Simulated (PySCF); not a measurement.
A made-up structure of AlH2IO, singlet:

```
5
angstrom
O -1.3284 0.0047 -0.2209
Al 0.2623 0.3671 0.2021
I 2.0158 -1.3537 -0.0816
H 3.1905 -2.5144 0.3221
H 0.5946 1.7897 0.7665
```

It is relaxed with PBE-D4/def2-SVP and then PBE0-D4/def2-TZVP (PySCF 2.14 with density fitting (its default auxiliary sets; JK sets also for MP2 and CCSD(T))). Atoms count as bonded within 1.22 times the sum of their covalent radii (H–H: 0.88 Å). The end point is not checked to be a true minimum.

(1) Does its bonding change? (Judge from chemistry; the calculation decides.)

Results:

(1) The calculation gives: No: no bond forms or breaks.

Where it ends: The first stage lowers the energy by 1.38 eV in 15 steps. It ends as AlH₂IO ([O][AlH][IH]):
```xyz
5
angstrom
O -0.9831 -0.3420 -0.4782
Al 0.0705 0.5511 0.3487
I 1.5591 -1.6992 -0.2742
H 3.1244 -1.9485 0.1503
H 0.7633 1.6922 1.1751
```

Labels in which every atom is bracketed show which atoms are joined, not bond orders.

For scale, one of the runs: PBE0-D4/def2-TZVP relaxation, 130 basis functions, launched by `OMP_NUM_THREADS=2 python run.py`. The run took 44 s on 2 CPU threads of a Oxide Virtual Turin-like (shared host), with 1.3 GiB of host memory at its peak.
